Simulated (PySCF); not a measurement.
**Excitation energy of As²⁺ by level of theory**

As²⁺ [Ar] 3d10 4s2 4p1 (2P) → As²⁺ [Ar] 3d10 4s1 4p2 (4P), as a difference of total energies. All numbers are calculated (PySCF 2.14, the non-relativistic Hamiltonian (point nucleus), in def2-TZVPPD (7s5p5d1f, 54 functions)). Correlated levels: valence: [Ar] 3d10 frozen; valence and next inner shell: [Ne] frozen. The calculations carry no spin-orbit coupling.

```
                                method  excitation energy (cm⁻¹)
                                   UHF                     48450
                                   LDA                     66962
                                   PBE                     65162
                                  PBE0                     61976
                                r2SCAN                     59244
                                  BLYP                     68579
                                B2PLYP                     62728
                                  MN15                     60177
                                 TPSSh                     61725
                         MP2 (valence)                     55409
                     SCS-MP2 (valence)                     58003
    MP2 (valence and next inner shell)                     57019
SCS-MP2 (valence and next inner shell)                     59369
```

A first-order spin-orbit estimate (lowest level to lowest level, LS coupling) adds 0.023 eV.
